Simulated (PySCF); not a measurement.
**Assignment exercise: C8H12Si**

Numbering as in the mapped SMILES `[CH3:1][Si@@H:2]1[CH:3]=[CH:4][CH:5]=[C:6]1[CH:7]1[CH2:8][CH2:9]1` (H(Xn): hydrogen on atom n). Ha(C8), Ha(C9) are cis to C6 on the ring; Hb(C8), Hb(C9) are trans to C6 on the ring.

- NMR shieldings at PBE0/pcSseg-1/GIAO
- GFN2-xTB structure
- run in PySCF 2.14.0 with density-fitted response routines
- relativity neglected, one computed conformer, equivalent nuclei averaged, isolated molecule

Scale: TMS for $^{13}$C (σref 186.93), $^{1}$H (σref 31.72) (reference shieldings calculated alike).

Task: Assign these signals to the numbered atoms. $^{13}$C{$^{1}$H} NMR (computed): δ 164.5 (C), 156.0 (CH), 137.5 (CH), 130.7 (CH), 18.9 (CH2), 18.0 (CH2), 14.9 (CH), -6.7 (CH3).

Result: 
```tsv
δ (ppm)	atoms	environment	reason
164.5	C6	fully substituted alkene carbon	the olefinic region
156.0	C4	alkene CH	as expected for a trigonal carbon in a double bond
137.5	C5	alkene CH	–
130.7	C3	alkene CH	–
18.9	C8	three-membered-ring carbon	carbons of three-membered rings are unusually shielded
18.0	C9	three-membered-ring carbon	–
14.9	C7	three-membered-ring carbon	–
-6.7	C1	methyl carbon bonded to Si	an electropositive neighbour leaves it electron-rich and shielded
```

C8 and C9 lie closer than the usual error of such a calculation, so a measured spectrum could show them in the other order.

Task: Assign these signals to the numbered atoms. $^{1}$H NMR (600 MHz, computed): δ 7.18 (m, 1H), 6.26 (d, 1H), 5.84 (m, 1H), 4.79 (m, 1H), 1.47 (m, 1H), 1.05 (m, 1H), 1.04 (m, 1H), 0.62 (m, 1H), 0.52 (m, 1H), 0.36 (d, 3H).

Result: 
7.18 → H(C4), hydrogen on an alkene CH: olefinic region
6.26 → H(C5), hydrogen on an alkene CH
5.84 → H(C3), hydrogen on an alkene CH
4.79 → H(Si2), hydrogen on a silicon bonded to 3 C, in a 5-membered ring
1.47 → H(C7), hydrogen on a three-membered-ring carbon: cyclopropane-type protons are shielded by the ring
1.05 → Hb(C9), hydrogen on a three-membered-ring carbon
1.04 → Hb(C8), hydrogen on a three-membered-ring carbon
0.62 → Ha(C9), hydrogen on a three-membered-ring carbon
0.52 → Ha(C8), hydrogen on a three-membered-ring carbon
0.36 → H(C1), hydrogen on a methyl carbon bonded to Si: an electropositive neighbour shields it, as in TMS itself

Hb(C9) and Hb(C8); Ha(C9) and Ha(C8) lie closer than the usual error of such a calculation, so a measured spectrum could show them in the other order.

Shifts are as computed. Against solution values, carbons near 30 ppm lie about +3 ppm off and those near 130 ppm about +5 ppm. Of 1211 compounds with measured shifts, 218 miss one by over three times the rms of a fit or turn the order of signals round; such compounds aren't used in these exercises. Multiplicities follow the n + 1 count of equivalent neighbours, as no J values were calculated; m marks all less simple cases, F and P coupling included.
